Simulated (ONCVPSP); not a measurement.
**What the settings do to the ONCV potential of Be**

Base potential:

```json
{"Element": "Be", "Generator": "ONCVPSP 4.0.1", "Type": "optimised norm-conserving Vanderbilt (ONCV)", "Functional": "PBE", "Relativity": "scalar-relativistic", "Frozen core": "none", "Valence charge": "4", "Reference configuration": "1s2 2s0.5 (charge +1.5)", "Partial waves": "1s+2s: rc 0.75 bohr, ncon 4, nbas 7, qcut 17.5 1/bohr, 2 projectors; p scattering state at 0.04 Ha: rc 0.60 bohr, ncon 4, nbas 8, qcut 13.1 1/bohr, 2 projectors, debl 2.3 Ha", "Local potential": "polynomial inside 0.60 bohr (lpopt 5, dvloc0 0 Ha)", "Core correction": "none"}
```

All-electron outer shells of the reference configuration (PBE, scalar-relativistic, ld1.x):

| shell | level (eV) | outermost node (bohr) | outermost maximum (bohr) |
| --- | --- | --- | --- |
| 1s | -124.71 | – | 0.27 |
| 2s | -18.02 | 0.58 | 1.80 |

Cutoffs, loose and tight: the cutoffs (Ha) at which the residual kinetic energy of the hardest occupied pseudo-wave falls to 1 and 0.1 mHa per electron. They do not see the model core or the augmentation charge, which bear on the density cutoff. Test errors are all-electron minus pseudo excitation energies from the reference, over the configurations 1s2 2s2; 1s2 2s1; 1s2 2s0; 1s2 2s0 2p2. A dash means not determined; rows that change the core or the reference have their own tests.

| change | outcome | cutoff, loose | cutoff, tight | bound ghosts | GHOST(+) flags above zero | largest test error (meV) |
| --- | --- | --- | --- | --- | --- | --- |
| base | generated | 103 Ha | 122 Ha | none | none | +1.0 |
| s: rc 0.54; local potential polynomial inside 0.54 bohr (lpopt 5, dvloc0 0 Ha) | generated | 140 Ha | 341 Ha | none | none | +0.4 |
| s: rc 0.62 | generated | 123 Ha | 144 Ha | none | none | +0.6 |
| s: rc 0.84 | generated | 93 Ha | 111 Ha | none | none | +1.2 |

**Question.** What comes out with this change to the base: s: rc 1.1?

**Answer.** outcome: generated; cutoff, loose: 67 Ha; cutoff, tight: 80 Ha; bound ghosts: none; GHOST(+) flags above zero: none; largest test error (meV): +1.9.

**Question.** What comes out with this change to the base: s: rc 0.78?

**Answer.** outcome: generated; cutoff, loose: 100 Ha; cutoff, tight: 118 Ha; bound ghosts: none; GHOST(+) flags above zero: none; largest test error (meV): +1.1.

**Question.** What comes out with this change to the base: s: rc 0.98?

**Answer.** outcome: generated; cutoff, loose: 85 Ha; cutoff, tight: 102 Ha; bound ghosts: none; GHOST(+) flags above zero: none; largest test error (meV): +1.4.

Reading the sweep of the s radius (base included, trends over the rows without a ghost): The loose cutoff falls from 140 Ha at 0.54 to 67 Ha at 1.1 bohr. A larger radius leaves more room for a smooth pseudo-wave, so fewer plane waves are needed; a smaller one forces it to follow the all-electron wave where it bends sharply. The median size of the test errors (rows with all tests solved) stays near 0.3 meV.
